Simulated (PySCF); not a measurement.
Cost of one run: core-ionisation job, `P[SiH2]C(F)(F)F`.

Method: delta-SCF UKS SCAN, def2-TZVP on the ionised atom, pcseg-1 elsewhere, spin-free X2C (PySCF 2.14.0). Geometry: PBE0-D3(BJ)/def2-SVP. Work: ΔSCF core ionisation, 6 holes, density fitting. The command runs a driver script over a list of jobs; the input below is this job's line of settings and its coordinates in Å.

Command:
```bash
OMP_NUM_THREADS=1 python probes_run.py task.json out
```

Input:
```
{"job": {"kind": "xps", "basis": "def2-TZVP"}, "charge": 0, "multiplicity": 1}
F     -1.367645    -1.210376     1.010502
C     -1.438519    -0.317354     0.009041
F     -2.508750     0.454692     0.241811
F     -1.678586    -1.003859    -1.115160
Si     0.189507     0.723448    -0.118810
P      1.854322    -0.745532    -0.529069
H      0.309476     1.486586     1.156288
H      0.024795     1.655490    -1.269030
H      1.799264    -1.273248     0.797951
H      2.867946     0.209012    -0.204434
```

Hardware: Arm Neoverse V1, one thread, shared host. PySCF's memory limit was set to 1760 MB.

The basis has 131 functions.

Question: Which is nearest to the wall time?
A. 29 s
B. 3.6 s
C. 0.48 s

Answer: A. The run took 29 s. The run took 88 SCF cycles in all, 4.8 s a hole on average.

Question: How much memory does it need at the peak?

Answer: About 0.42 GiB. Peak memory is the resident size of the whole Python process, interpreter and libraries included.

Question: At this speed, how long would 100 such jobs take on 96 cores, one job a core?

Answer: 100/96 gives 2 rounds of 29 s, about 58 s of wall time and 0.81 core-hours, if the jobs don't slow each other.

Other jobs ran on the host; a repeat could differ by tens of per cent or more.
